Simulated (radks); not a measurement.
Isoelectronic series with 14 electrons, each ion in its NIST ground configuration. Method: scalar-relativistic Kohn-Sham, r2SCAN, spin-unpolarised, spherical densities, finite nucleus; meta-GGA in the generalised Kohn-Sham scheme; Fermi nuclear charge, rms radius of each element as measured or else 0.836 A^(1/3) + 0.57 fm; computed with a radial shooting solver on a logarithmic mesh with Libxc functionals. Total energies (hartree) and orbital eigenvalues (hartree):

ion	configuration	E (hartree)	3p	3s	2p
Si	[Ne] 3s2 3p2	-289.94208	-0.15088	-0.41082	-3.59191
S2+	[Ne] 3s2 3p2	-397.91473	-1.02958	-1.47053	-6.80459
Ar4+	[Ne] 3s2 3p2	-524.03684	-2.40778	-3.03010	-11.08895
Ca6+	[Ne] 3s2 3p2	-668.32825	-4.25529	-5.06101	-16.40792
Ti8+	[Ne] 3s2 3p2	-830.85249	-6.56247	-7.55524	-22.75057
Cr10+	[Ne] 3s2 3p2	-1011.69586	-9.32547	-10.51047	-30.11346
Fe12+	[Ne] 3s2 3p2	-1210.96092	-12.54286	-13.92687	-38.49633
Ni14+	[Ne] 3s2 3p2	-1428.76480	-16.21445	-17.80592	-47.90062
Zn16+	[Ne] 3s2 3p2	-1665.23731	-20.34075	-22.14997	-58.32885
Ge18+	[Ne] 3s2 3p2	-1920.52224	-24.92278	-26.96202	-69.78431
Se20+	[Ne] 3s2 3p2	-2194.77706	-29.96192	-32.24564	-82.27092
Kr22+	[Ne] 3s2 3p2	-2488.17215	-35.45983	-38.00490	-95.79315
Sr24+	[Ne] 3s2 3p2	-2800.89221	-41.41843	-44.24434	-110.3559
Zr26+	[Ne] 3s2 3p2	-3133.13615	-47.83985	-50.96896	-125.9647
